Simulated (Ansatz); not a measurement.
```yaml
crystal:
  periodic: [false, false, false]
  atoms:
    - {symbol: B, position_ang: [-0.707550, 2.249688, -1.670292]}
    - {symbol: Zn, position_ang: [0.464498, 1.137683, -0.238994]}
    - {symbol: S, position_ang: [1.736473, -0.013041, 1.287040]}
    - {symbol: Si, position_ang: [0.412607, -1.807299, 1.227770]}
    - {symbol: H, position_ang: [-0.370505, 3.398087, -2.053767]}
    - {symbol: H, position_ang: [-1.763954, 1.783343, -2.165952]}
    - {symbol: H, position_ang: [-0.193445, -2.100399, 2.634453]}
    - {symbol: H, position_ang: [1.201361, -3.064122, 0.748029]}
    - {symbol: H, position_ang: [-0.779476, -1.583930, 0.231724]}
basis:
  gaussian: {orbitals: cc-pVTZ-DK, nuclear_model: gaussian}
total_charge: 3
magnetization: {spin_polarized: true, initial_magnetization: 1}
hamiltonian: {xc: {name: CAM-B3LYP}, dispersion: d4}
scf: {lower_state_search: off}
output: {forces: true}
```

```sh
$ ansatz run in.yaml --threads 4 --pin off --events-out ev --progress --plain --max-ram 10444MiB
```

Shortened log:

```
Functional definition: CAM-B3LYP
1674 factors; their error is unknown
324 factors; integrals over basis functions are off by at most 2.1e-5 eV
mean field evaluation 1: about -68318.8376 eV, gradient 5.1e1 eV
mean field evaluation 2: about -67942.9817 eV, gradient 2.1e2 eV
mean field evaluation 4: about -68325.8955 eV, gradient 3.9e1 eV
mean field evaluation 8: about -68346.1755 eV, gradient 1.6e0 eV
mean field evaluation 16: about -68346.5979 eV, gradient 1.8e0 eV
mean field -68346.84859537 eV, -2511.7003587221 hartree, gradient 8.9e-6 eV, S^2 1.568075; 0 other end points of the search recorded, 0 dependent functions left out
reference -68346.84874557 eV, -2511.7003642418 hartree; 34, 33 occupied and 202, 203 virtual orbitals, 1674 factors
Total energy: -68346.97624744 eV, -2511.7050498490 hartree
Relativity: scalar
Atom 0 at    -0.707550     2.249688    -1.670292 Å, force    -2.361514     2.247264    -2.888581 eV/Å
Atom 1 at     0.464498     1.137683    -0.238994 Å, force     0.328947     0.391415     0.042545 eV/Å
Atom 2 at     1.736473    -0.013041     1.287040 Å, force     0.031920    -0.522275     0.289488 eV/Å
Atom 3 at     0.412607    -1.807299     1.227770 Å, force    -2.031114     1.003490    -1.975289 eV/Å
Atom 4 at    -0.370505     3.398087    -2.053767 Å, force     0.895316    -0.926664     1.136721 eV/Å
Atom 5 at    -1.763954     1.783343    -2.165952 Å, force     0.976008    -0.806172     1.128556 eV/Å
Atom 6 at    -0.193445    -2.100399     2.634453 Å, force     0.352535    -0.604257     0.850691 eV/Å
Atom 7 at     1.201361    -3.064122     0.748029 Å, force     0.589348    -0.783929     0.525622 eV/Å
Atom 8 at    -0.779476    -1.583930     0.231724 Å, force     1.218553     0.001128     0.890248 eV/Å
Dipole moment:    -0.622838    -0.854024    -0.024675 e Å
Checks for a lower state left out: stability, starts, cluster_reference, orbital_swaps, neighbouring_geometries, increment
```

(1) Something in this input is off. What?

Results:

(1) The charge is far from anything that the molecule holds. The run converged. The result belongs to that input, not to the molecule as meant.
